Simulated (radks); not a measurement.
The numbers below are computed, except where a source is named.
Q: Radial electron density D(r) = 4 pi r^2 rho(r) of an atom or ion with 65 electrons. Level of theory: Dirac Kohn-Sham, PBE, spin-unpolarised, spherical densities, finite nucleus; Fermi nuclear charge, rms radius of each element as measured or else 0.836 A^(1/3) + 0.57 fm (a radial shooting solver on a logarithmic mesh with Libxc functionals).

```
   r/bohr * D(r) (the largest magnitude, 115, reaches the edge; | marks zero)
 0.001981 |     *
 0.002325 |       *
 0.002728 |         *
 0.003176 |           *
 0.003727 |              *
 0.004373 |                  *
 0.005132 |                     *
 0.005975 |                         *
 0.007011 |                             *
 0.008228 |                                 *
 0.009579 |                                     *
  0.01124 |                                        *
  0.01319 |                                         *
  0.01548 |                                          *
  0.01802 |                                         *
  0.02115 |                                       *
  0.02482 |                                     *
  0.02889 |                                     *
   0.0339 |                                      *
  0.03979 |                                         *
  0.04669 |                                              *
  0.05436 |                                                   *
  0.06379 |                                                      *
  0.07485 |                                                     *
  0.08714 |                                                 *
   0.1023 |                                           *
     0.12 |                                         *
   0.1408 |                                           *
   0.1639 |                                              *
   0.1924 |                                                *
   0.2258 |                                          *
   0.2628 |                                 *
   0.3084 |                       *
    0.362 |                    *
   0.4248 |                      *
   0.4945 |                        *
   0.5803 |                      *
    0.681 |                 *
   0.7928 |            *
   0.9303 |        *
    1.092 |      *
    1.281 |    *
    1.492 |   *
     1.75 |  *
    2.054 | *
    2.391 |*
    2.806 |*
    3.293 *
    3.864 *
    4.499 *
    5.279 *
    6.195 *
    7.212 *
    8.464 *
    9.932 *
    11.66 *
    13.57 *
    15.92 *
```

What is the nuclear charge?

A: Z = 65. The innermost maximum, from 1s, lies near gamma/Z bohr with gamma = sqrt(1 - (Z/c)^2) = 0.880, here 0.0135 bohr (found: 0.0150), and its height grows with Z. The density is that of neutral terbium in [Xe] 4f9 6s1 5d1; the configuration itself is not fixed sharply by these data, and Z only to a few units. D(r) has 4 maxima, at r = 0.0150, 0.0664, 0.185, 0.507 bohr, and minima at 0.0289, 0.121, 0.362 bohr, inside which lie 2.02, 11.15, 29.40 electrons.
